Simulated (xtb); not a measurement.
C₅H₇BO, SMILES C=CB(O)C#CC. All values are semi-empirical tight-binding results from xtb (GFN2-xTB unless named), good for trends rather than for accurate numbers. Geometry: GFN2-xTB. The structure was generated by enumeration, and PubChem lists no compound with its InChIKey, so it may never have been made. Other conformers were not sampled.

Optimised geometry:

```xyz
14

C     -2.9373    -0.8767     0.1626
C     -1.6362    -0.9083    -0.1016
B     -0.6672     0.2993     0.1540
O     -1.1904     1.4631     0.5842
C      0.8299     0.1222    -0.0842
C      2.0151    -0.0112    -0.2644
C      3.4342    -0.1853    -0.4819
H     -3.3952     0.0100     0.5695
H     -3.5941    -1.7159    -0.0138
H     -1.2179    -1.8216    -0.5106
H     -0.5709     2.1768     0.7330
H      3.9170    -0.4693     0.4535
H      3.8785     0.7440    -0.8391
H      3.6077    -0.9691    -1.2193
```
Charge 0, spin multiplicity 1.

```yaml
orbital_gap: 3.86 eV
dipole_moment: 2.17 D
zero_point_energy: 66.4 kcal/mol
G − E(el) at 298.15 K (modified RRHO): 44.5 kcal/mol
static polarisability (D4 model): 72.7 bohr³
solvation energy, GFN2-xTB/ALPB(water): -5.1 kcal/mol
solvation energy, GFN2-xTB/ALPB(ch2cl2): -7.2 kcal/mol
```

Q: Give the IR lines (harmonic; lines under 4 % of the strongest left out, lines within 3 cm⁻¹ merged). (Estimate from the structure and the level; the computed values follow.)

A: ν (cm⁻¹): 443 (w), 631 (vs), 642 (m), 883 (m), 927 (w), 1010 (m), 1014 (w), 1023 (w), 1030 (s), 1041 (w), 1208 (s), 1281 (s), 1311 (s), 1453 (w), 1660 (m), 2327 (vs), 2997 (m), 3006 (w), 3030 (m), 3069 (m), 3112 (m), 3621 (w) (against the strongest line: vs over 80 %, s over 45 %, m over 15 %, w over 4 %, vw less)

Computed atomic charges and the Wiberg bond orders between heavy atoms:
charges (e) C1 -0.07, C2 -0.11, B3 0.33, O4 -0.43, C5 -0.15, C6 -0.03, C7 -0.09, H8 0.05, H9 0.03, H10 0.02, H11 0.29, H12 0.05, H13 0.05, H14 0.05. Bond orders C1–C2 1.95, C2–B3 1.00, B3–O4 1.24, B3–C5 1.02, C5–C6 2.79, C6–C7 1.07.
